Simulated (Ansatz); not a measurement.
Reaction (formal exchange of groups at the Si–Si bond): `O[SiH2][SiH]1CO1` + `C=CBr` → `Br[SiH]1CO1` + `C=C[SiH2]O`

Computed with Ansatz on PBE0-D4/def2-TZVP structures; ΔE is electronic, products minus reactants. CCSD(T)/CBS adds triple-zeta CCSD(T) − MP2 to the extrapolated MP2 energy (def2 sets, frozen cores). DFT in def2-TZVPP. B3LYP here is the variant with VWN-RPA as its local correlation; programs differ in this. For Br outer-core shells are correlated without core-valence functions, which leaves a few kJ/mol of doubt a bond. Scalar relativity is left out up to krypton. One conformer a species, not always the lowest.

CCSD(T)/CBS gives -158.8 kJ/mol.

**Question.** Another level gave -144.4 kJ/mol. Which?
A. PBE0-D4/def2-TZVPP
B. PBE/def2-TZVPP
C. HF/def2-TZVPP
D. B3LYP-D4/def2-TZVPP

**Answer.** A. PBE0-D4 -144.4, PBE -132.6, B3LYP-D4 -148.9, HF/def2-TZVPP -178.7 kJ/mol.

Largest T1 diagnostic among the species: 0.014.

In def2-TZVPP, CCSD(T) changes the Hartree–Fock value by +25.2 kJ/mol (the triples alone add +4.2 kJ/mol) and MP2 by +17.0 kJ/mol. From PBE to PBE0 (25 % exact exchange), in def2-TZVPP and without D4, ΔE moves by −12.4 kJ/mol.
